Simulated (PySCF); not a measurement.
**Towards the basis-set limit for CsS**

State: ²Π, doublet, unpaired electrons π ↑. De refers to Cs + S. ROHF-based CCSD(T) in PySCF 2.14 with Cs cc-pwCVDZ-X2C, S aug-cc-pVDZ-DK and Cs cc-pwCVTZ-X2C, S aug-cc-pVTZ-DK (frozen core orbitals: 28; spin-free X2C with a Gaussian nucleus). Correlation energies are extrapolated as n⁻³ (n = 2, 3), Hartree–Fock as (n+1)·exp(−9√n).

| Level | Re (Å) | ωe (cm⁻¹) | ωexe (cm⁻¹) | αe (cm⁻¹) | De (eV) |
| --- | --- | --- | --- | --- | --- |
| CCSD(T)/DZ | 3.1702 | 185.5 | 0.623 | 0.000309 | 2.423 |
| CCSD(T)/TZ | 3.1034 | 193.1 | 0.637 | 0.000317 | 2.665 |
| HF/CBS | 3.1767 | 183.2 | 0.594 | 0.000302 | 1.778 |
| MP2/CBS | 3.0693 | 198.5 | 0.654 | 0.000322 | 2.780 |
| CCSD/CBS | 3.0906 | 195.7 | 0.644 | 0.000318 | 2.678 |
| CCSD(T)/CBS | 3.0824 | 196.6 | 0.649 | 0.000320 | 2.766 |

How much is left between CCSD(T)/TZ and the basis-set limit, and how much do the triples give at the limit?

CCSD(T)/CBS less CCSD(T)/TZ: -21.0 mÅ in Re, +3.5 cm⁻¹ in ωe and +0.101 eV in De. CCSD(T)/CBS less CCSD/CBS: -8.2 mÅ in Re, +0.9 cm⁻¹ in ωe and +0.088 eV in De.

The T1 diagnostic is 0.014. The state was picked by a PBE0 search and need not be the measured ground state. Spin–orbit coupling, excitations beyond (T) and corrections to the Born–Oppenheimer picture are left out, and spin–orbit coupling matters for open p, d or f shells this heavy.

The whole job (state search and all basis sets along the bond) took about 9.3 min on 4 threads of Intel Xeon 6975P-C (shared host), peak memory 11 GiB.
